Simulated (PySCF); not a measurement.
A series of related molecules.

All values: B3LYP/def2-SVPD (PySCF) at PBE0-D3(BJ)/def2-SVP geometries, gas phase, one conformer each. Core orbitals are frozen in the response; Δα² is half the sum of the squared differences of the principal polarisabilities. The calculation is non-relativistic, for germanium too.

Question: Rank by vertical ionisation energy (ΔSCF), highest first.
A. `CC(=S)[SiH2]O`
B. `CS[SiH2]O`
C. `C([SiH2]O)(C)(C)C`
D. `NC(=O)[SiH2]O`
E. `O[SiH2][O][GeH3]`

Answer: E (10.14 eV), D (9.80 eV), C (9.47 eV), B (9.22 eV), A (8.93 eV).

Question: Rank by dipole moment, lowest first.
A. `[NH2:1][C:2](=[O:3])[SiH2:4][OH:5]` with N1–C2–Si4–O5 180°, C2–Si4–O5–H 0°
B. `[CH3:1][S:2][SiH2:3][OH:4]` with C1–S2–Si3–O4 -145°, S2–Si3–O4–H 50°
C. `[CH3:1][C:2](=[S:3])[SiH2:4][OH:5]` with C1–C2–Si4–O5 177°, C2–Si4–O5–H 3°
D. `[OH:1][SiH2:2][O:3][GeH3:4]` with H–O1–Si2–O3 180°, O1–Si2–O3–Ge4 0°
E. `[CH3:1][C:2]([CH3:3])([CH3:4])[SiH2:5][OH:6]` with C2–Si5–O6–H -77°
F. `[OH:1][SiH2:2][SH:3]` with H–O1–Si2–S3 55°, O1–Si2–S3–H 66°

Answer: F (0.61 D), D (1.24 D), E (1.56 D), B (2.11 D), C (2.63 D), A (4.35 D).

Question: Rank by HOMO energy, highest first.
A. `C(=S)([SiH2]O)C`
B. `O[SiH2]S`
C. `B[SiH2]O`
D. `O=CN[SiH2]O`
E. `CS[SiH2]O`

Answer: A (-6.65 eV), E (-6.83 eV), B (-7.49 eV), C (-7.82 eV), D (-7.98 eV).

All values together:

```
          SMILES   formula  μ (D)  HOMO (eV)  LUMO (eV)  α (Å³)  Δα (Å³)  electrons  α per electron (Å³)  ΔSCF removal energy (eV)
       CS[SiH2]O   CH6OSSi   2.11      -6.83      -0.53    9.83     2.81         50                0.197                      9.22
        O[SiH2]S    H4OSSi   0.61      -7.49      -0.40    8.00     1.98         42                0.191                     10.06
   CC(=S)[SiH2]O  C2H6OSSi   2.63      -6.65      -2.94   11.59     4.58         56                0.207                      8.93
   NC(=O)[SiH2]O  CH5NO2Si   4.35      -7.38      -0.79    8.37     2.76         48                0.174                      9.80
     O=CN[SiH2]O  CH5NO2Si   4.17      -7.98      -0.60    7.96     2.60         48                0.166                         –
O[SiH2][O][GeH3]  GeH6O2Si   1.24      -7.97      -0.32    9.51     1.71         68                0.140                     10.14
        B[SiH2]O    BH5OSi   1.47      -7.82      -2.72    7.22     1.73         32                0.226                     10.25
 CC(C)(C)[SiH2]O  C4H12OSi   1.56      -7.44      -0.19   12.08     1.03         58                0.208                      9.47
```

Conformers: `[CH3:1][S:2][SiH2:3][OH:4]` with C1–S2–Si3–O4 -145°, S2–Si3–O4–H 50°; `[OH:1][SiH2:2][SH:3]` with H–O1–Si2–S3 55°, O1–Si2–S3–H 66°; `[CH3:1][C:2](=[S:3])[SiH2:4][OH:5]` with C1–C2–Si4–O5 177°, C2–Si4–O5–H 3°; `[NH2:1][C:2](=[O:3])[SiH2:4][OH:5]` with N1–C2–Si4–O5 180°, C2–Si4–O5–H 0°; `[O:1]=[CH:2][NH:3][SiH2:4][OH:5]` with O1–C2–N3–Si4 0°, C2–N3–Si4–O5 -1°, N3–Si4–O5–H 1°; `[OH:1][SiH2:2][O:3][GeH3:4]` with H–O1–Si2–O3 180°, O1–Si2–O3–Ge4 0°; `[BH2:1][SiH2:2][OH:3]` with H–B1–Si2–O3 -17° and 166°, B1–Si2–O3–H 47°; `[CH3:1][C:2]([CH3:3])([CH3:4])[SiH2:5][OH:6]` with C2–Si5–O6–H -77°.

A dash marks a removal energy that wasn't run or isn't settled.

Q: By how much does the ΔSCF value exceed −ε(HOMO) over the species that have both?

A: By 2.03 to 2.58 eV, 2.33 eV on average, over 7 species.
